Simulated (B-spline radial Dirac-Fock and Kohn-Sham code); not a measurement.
# Core and valence levels of Sr⁷⁺

System: the Sr⁷⁺ ion, [Ar] 3d10 4s2 4p1; nuclear rms radius 4.224 fm (A = 88).

Level of theory: ΔSCF Dirac-Fock with Breit, self-energy and vacuum polarisation, finite nucleus, configuration average; a radial atomic solver. Correlation and solid-state effects are left out. Energies are counted from the vacuum level.

All terms are in eV, carry their sign (relaxation lowers the binding energy) and add up to the binding energy; ⟨r⟩ is the mean radius of the orbital in the initial state.

```
subshell  −ε (Koopmans)  relaxation   Breit     QED  binding energy  ⟨r⟩ (bohr)
       K        16318.6      -48.98  -26.27  -12.95         16230.4       0.039
      L1         2370.9      -22.30   -2.12   -1.46          2345.0       0.172
      L2         2159.7      -24.91   -3.65    0.16          2131.3       0.147
      L3         2090.7      -24.33   -2.41    0.01               ?       0.152
      M1          485.5       -4.73   -0.26   -0.25           480.2       0.487
      M2          406.7       -4.94   -0.47    0.03           401.3       0.488
      M3          395.6       -4.73   -0.27    0.01           390.6       0.498
      M4          258.8       -5.28   -0.09    0.03           253.5       0.488
      M5          256.9       -5.20   -0.01    0.02           251.7       0.492
      N1          139.8       -0.30   -0.05   -0.04           139.4       1.237
    N2,3          119.9       -0.22   -0.05    0.00           119.6       1.341
```

Problem. Which binding energy belongs in the row of L3?

Solution. 2063.9 eV, the sum of the terms in that row (to rounding).

For the deepest level, K (1s), the Breit terms make up -0.162 % of the binding energy, QED -0.080 % and orbital relaxation -0.302 %.

Going to the tabulated ground configuration of the next ion removes an electron from N2,3 (4p), computed at 119.6 eV. NIST lists 121.21 ± 0.06 eV as the ionisation energy of this species (semi-empirical), +1.62 eV from the computed value. Where a p, d or f shell is open in either ion the computed value averages over both j values and all terms, while the table refers to the lowest levels; that difference holds spin-orbit splitting (largest in heavy or highly charged ions), term energies where several electrons share open shells, and correlation, and it can reach 10 % or more.
